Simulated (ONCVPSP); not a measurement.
# Configuration tests for magnesium (ONCV)

Mg (Z = 12), optimised norm-conserving Vanderbilt (ONCV), made with ONCVPSP 4.0.1 (PBEsol, scalar-relativistic). Core [Ne], reference 3s2. Waves: 3s: rc 2.20 bohr, ncon 4, nbas 7, qcut 3.3 1/bohr, 3 projectors, debl 2.3 Ha; p scattering state at 0.4 Ha: rc 2.40 bohr, ncon 5, nbas 8, qcut 3 1/bohr, 2 projectors, debl 1.5 Ha; d scattering state at 0.43 Ha: rc 2.00 bohr, ncon 4, nbas 8, qcut 4.5 1/bohr, 2 projectors, debl 3.7 Ha. Local part: polynomial inside 1.90 bohr (lpopt 5, dvloc0 0 Ha). Core correction: Teter function, fcfact 2, rcfact 1.05.

In the p channel the program set the typed energies aside and used 0.050, 1.550 Ha.

Energies are relative to the spin-unpolarised reference configuration 3s2; without spin polarisation the order of configurations can differ from experiment.

```
valence configuration  charge  ΔE all-electron (eV)  error AE − PS (meV)
                  3s1      +1                 7.921                 -3.1
              3s0 3p1      +1                12.230                  +39
```

(1) What are ΔE and the potential's error for 3s1 3p1?

(2) What are ΔE and the potential's error for 3s1.5?

Levels in the configuration 3s1.5:

```
level  all-electron (eV)  pseudo (eV)
   3s             -7.883       -7.887
```

## Answers

(1) ΔE = 3.474 eV all-electron; the error (AE − PS) is +2.9 meV.

(2) ΔE = 3.129 eV all-electron; the error (AE − PS) is -0.9 meV.
